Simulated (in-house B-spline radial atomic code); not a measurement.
The numbers below are computed, except where a source is named.
Ghost states of the separable form: Cd

Cd, [Kr] 4d10 5s2, non-relativistic LDA (VWN5), spherical and spin-unpolarised, from a B-spline radial code for spherical atoms (atomic units; all potentials screened as in the neutral atom).

Troullier-Martins channels: 5s (ε = -0.2042, r_c = 2.716 bohr), 4d (ε = -0.4705, r_c = 1.13 bohr). In the Kleinman-Bylander form one channel serves as the local potential, and each other channel l becomes |δV u><u δV|/<u|δV|u>, with δV = V_l − V_local and u the pseudo-orbital. Its strength is E_KB = <u|δV²|u>/<u|δV|u>. By the analysis of Gonze, Stumpf and Scheffler a spurious state lies below the reference level ε if E_KB > 0 and ε is above the second level of the local potential alone, or if E_KB < 0 and ε is above its first. The table's levels are those of angular momentum l in a sphere of 9 bohr, whose wall can lift a shallow ε a little above its free-atom value.

| local | channel | <u δV u> | <u δV² u> | ε | first local level | second local level |
| --- | --- | --- | --- | --- | --- | --- |
| s | d | -4.6816 | 37.939 | -0.4705 | 0.0946 | 0.3297 |
| d | s | 0.279 | 1.3714 | -0.2038 | -8.5546 | -1.3196 |

Apply the rule to each row.

Local s, channel d: E_KB = -8.1, so ε = -0.4705 is set against 0.0946: no ghost. Local d, channel s: E_KB = +4.92, so ε = -0.2038 is set against -1.3196: a ghost.

Diagonalising the separable Hamiltonian gives:

```tsv
local	channel	three lowest levels	all-electron, two lowest valence levels
s	d	-0.4705, 0.1125, 0.3870	-0.4705, 0.1110
d	s	-5.9032, -0.2038, 0.0914	-0.2038, 0.0921
```

Which choices of local channel are safe?

Free of ghosts: s. With d local the s channel has a ghost 5.70 hartree below ε, since the local potential binds more than one state below ε, and a repulsive term of rank one raises each level at most to the next, so it clears only one of them. Among the safe choices the second level, which tests transfer, is off by at most 1.5 millihartree (s local).
